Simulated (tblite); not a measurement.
Compound: (CF3)2C(OH)2, C₃H₂F₆O₂.
Z-matrix (Å and degrees, GFN2-xTB geometry), rows numbered from 1:
```
O 
C   1  1.3801
O   2  1.3801  1  113.64
C   2  1.5551  1  105.67  3   121.91
F   4  1.3318  2  111.82  1   167.43
F   4  1.3243  2  112.87  1    45.34
F   4  1.3388  2  108.92  1   -74.43
C   2  1.5549  1  110.88  3  -118.79
F   8  1.3318  2  111.78  1   -68.65
F   8  1.3388  2  108.91  1    49.48
F   8  1.3243  2  112.88  1   169.26
H   1  0.9698  2  111.12  3    61.15
H   3  0.9696  2  111.23  1    61.78
```

All values are computed: GFN2-xTB (tblite) harmonic vibrations without scaling, gas phase. This tight-binding method is rough: wavenumbers can miss measured ones by several per cent, in bad cases by 10 to 20. One conformer, not necessarily the lowest.

Harmonic wavenumbers (cm⁻¹): 37.6, 59.3, 120.7, 182.3, 199.9, 240.1, 306.5, 308.1, 324.8, 334.3, 345.6, 418.3, 421.8, 474.0, 493.4, 504.0, 575.3, 615.8, 639.9, 730.9, 890.0, 1069.2, 1077.2, 1108.3, 1122.8, 1123.7, 1140.0, 1160.2, 1181.3, 1254.1, 1305.2, 3452.5, 3455.6.

A = 1680, B = 967.6, C = 909.1 MHz; mass 183.996 u (most abundant isotopes); point group C2, symmetry number 2.

**Question.** Zero-point energy?

**Answer.** ½Σν̃ = 13336 cm⁻¹ = 38.13 kcal/mol.

**Question.** Give the ideal-gas entropy at 298.15 K and 1 bar in the rigid-rotor, harmonic-oscillator model (classical rotation).

**Answer.** Translation 41.56, rotation 28.39, vibration 31.73: S = 101.7 cal/(mol K).

**Question.** And Cp and H(298.15 K) − H(0)?

**Answer.** Cp = 40.86 cal/(mol K), of which vibrations give 32.91 (their classical limit is 33 R = 65.6); H(298.15 K) − H(0) = 7.44 kcal/mol without the zero-point energy, 5.07 from vibrations.

**Question.** How do the functions run with temperature in this model?

**Answer.** 
```csv
T (K),S (cal/(mol K)),Cp (cal/(mol K)),H − H(0) (kcal/mol),G − H(0) (kcal/mol),ln q(vib)
150,79.0,25.8,2.42,-9.43,3.17
250,94.9,36.7,5.58,-18.14,6.02
400,114.7,48.1,11.99,-33.91,10.28
600,136.1,57.0,22.60,-59.08,15.55
900,160.7,63.5,40.82,-103.78,22.41
```

q(vib) and H(0) count from the zero-point level.

**Question.** Blend soft modes into free rotors: weight 1/[1 + (100 cm⁻¹/ν̃)⁴] for the oscillator and the rest for a rotor with moment μB/(μ + B), μ = h/(8π²ν), B = 10⁻⁴⁴ kg m². What vibrational entropy results?

**Answer.** 29.11 cal/(mol K) in place of 31.73, which changes −T·S at 298.15 K by +0.78 kcal/mol.

Hindered rotation and anharmonicity are outside this model. Other conformers, if any are populated, would add a mixing term that is left out. The structure is chiral; the term R ln 2 for an equal mix with its mirror image is left out.

The run took 0.74 s wall, 1.5 s CPU on 2 threads, Intel Xeon Platinum 8375C at 2.90 GHz (x86_64), on a shared host. The figure is for the frequency step alone.
